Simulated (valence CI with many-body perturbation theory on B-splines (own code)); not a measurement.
The numbers below are computed, except where a source is named.
**Tb XLIII: magnetic and hyperfine properties of the levels**

Method: relativistic CI+MBPT: five valence electrons over a frozen Dirac-Fock core [Ar], a basis of 7 s, 7 p, 8 d, 6 f, 4 g, 1 h functions for each j, with the one-electron correlation potential Σ1 (screened to all orders), the two-electron term Σ2, the three-electron term Σ3, Breit, model QED; selected single and double excitations, second order for the rest, scaled by the run's own slope (own B-spline code, finite nucleus).

The last digits are not significant, and no measured levels were compared; by estimate large intervals hold to a few tenths of a per cent, small ones and those within an open d or f shell to about a per cent. Among the levels kept, up to 250 cm⁻¹ of a level comes from second order outside the variational space, and about a tenth of that is noise between levels of different J, which matters for small intervals. Only levels of the ground parity were solved; by the run's estimate the other parity begins above the list, which can be wrong where configurations are misplaced.

A/g_I is the dipole constant over the nuclear g factor μ/I (μ in nuclear magnetons, uniformly magnetised nucleus), B/Q the quadrupole constant per barn. Both hold the static response of the core; the bare values leave it out. Large factors of s and p1/2 electrons are usually good to 5 to 10 %; those of open d and f shells near neutrality can be off by tens of per cent, and small factors of p3/2, d and f electrons come from cancelling terms and can be off by a factor of two or in sign, in half-filled shells by more. B is blank for J = 1/2, where it vanishes, and for nearly pure S terms. Energies count from the lowest level.

Levels are named by their leading jj configuration (3d3/2^4 stands for four electrons in 3d with j = 3/2), which in mixed levels can hold well under half, so a name can repeat and another be missing. Letters in brackets count levels of one name in rising energy.

```csv
Level,E (cm⁻¹),g,A/g_I (MHz),A/g_I bare,B/Q (MHz/b),B/Q bare
(3d3/2^4 3d5/2) J=5/2,0,1.377,19900,20700,35600,36000
(3d3/2^3 3d5/2^2) J=5/2 [a],223900,1.326,14100,14800,18300,18500
(3d3/2^3 3d5/2^2) J=7/2 [a],307350,1.153,27300,27700,43900,44500
(3d3/2^3 3d5/2^2) J=3/2 [a],317010,1.199,33000,33500,36700,37200
(3d3/2^3 3d5/2^2) J=11/2,318300,1.116,34300,34600,-143,-215
(3d3/2^3 3d5/2^2) J=9/2,350930,1.139,30700,31100,44200,44800
(3d3/2^3 3d5/2^2) J=5/2 [b],370610,1.142,31600,31900,1600,1640
(3d3/2^3 3d5/2^2) J=1/2,385890,1.843,-17100,-15300,,
(3d3/2^3 3d5/2^2) J=7/2 [b],406740,1.091,36900,37200,-45000,-45600
(3d3/2^3 3d5/2^2) J=3/2 [b],500630,0.793,58900,58600,-42400,-43000
(3d3/2^2 3d5/2^3) J=5/2 [a],527540,1.261,13700,14400,2750,2790
(3d3/2^2 3d5/2^3) J=7/2 [a],580010,1.211,23300,23800,-4210,-4270
(3d3/2^2 3d5/2^3) J=11/2,585940,1.081,34000,34300,1260,1280
(3d3/2^2 3d5/2^3) J=9/2 [a],600050,1.142,29400,29700,-6450,-6550
(3d3/2^2 3d5/2^3) J=13/2,621590,1.069,36300,36500,-64.0,-58.4
(3d3/2^2 3d5/2^3) J=1/2 [a],623810,0.517,88100,87200,,
(3d3/2^2 3d5/2^3) J=3/2 [a],633400,1.178,28600,29000,2400,2420
(3d3/2^2 3d5/2^3) J=5/2 [b],644890,1.019,39400,39600,-6860,-6940
(3d3/2^2 3d5/2^3) J=9/2 [b],681270,1.100,33300,33600,1800,1820
(3d3/2^2 3d5/2^3) J=7/2 [b],698030,0.983,44300,44300,-1430,-1460
(3d3/2^2 3d5/2^3) J=5/2 [c],709930,1.042,37700,37900,7560,7650
(3d3/2^2 3d5/2^3) J=3/2 [b],722330,0.831,55000,54800,4280,4360
(3d3/2^2 3d5/2^3) J=7/2 [c],754040,1.039,40000,40200,3150,3190
(3d3/2^2 3d5/2^3) J=1/2 [b],755590,1.798,-18300,-16600,,
(3d3/2^2 3d5/2^3) J=9/2 [c],811800,1.105,32900,33200,23700,24000
(3d3/2 3d5/2^4) J=5/2 [a],876600,1.249,17900,18500,-21700,-22000
(3d3/2^2 3d5/2^3) J=3/2 [c],920390,1.176,27400,27900,-18600,-18900
(3d3/2^2 3d5/2^3) J=5/2 [d],933710,1.133,26300,26600,19500,19800
(3d3/2 3d5/2^4) J=7/2 [a],939080,1.185,25800,26300,-55500,-56300
(3d3/2 3d5/2^4) J=11/2,952090,1.065,35400,35600,-1210,-1150
(3d3/2 3d5/2^4) J=3/2 [a],964100,0.954,38700,38700,-40600,-41100
(3d3/2 3d5/2^4) J=9/2,1006000,1.110,31400,31700,-63100,-64000
(3d3/2 3d5/2^4) J=5/2 [b],1037000,1.111,31400,31700,6100,6190
(3d3/2 3d5/2^4) J=7/2 [b],1058200,0.994,40000,40100,59000,59800
(3d3/2 3d5/2^4) J=1/2,1122100,1.146,-4580,-4170,,
(3d3/2 3d5/2^4) J=3/2 [b],1222400,0.876,57300,57100,58200,59100
(3d5/2^5) J=5/2,1302100,1.146,25400,25800,-62900,-63700
```

**Question.** Take the isotope of mass number 157, with I = 3/2, μ = 2.03 μN and Q = 1.4 b. What is the hyperfine structure of (3d3/2^3 3d5/2^2) J=3/2 [a]?

**Answer.** From the table A = 44700 MHz, B = 51400 MHz. Shifts from the centre of gravity in MHz: F = 0: -103000, F = 1: -110000, F = 2: -72100, F = 3: 113000.
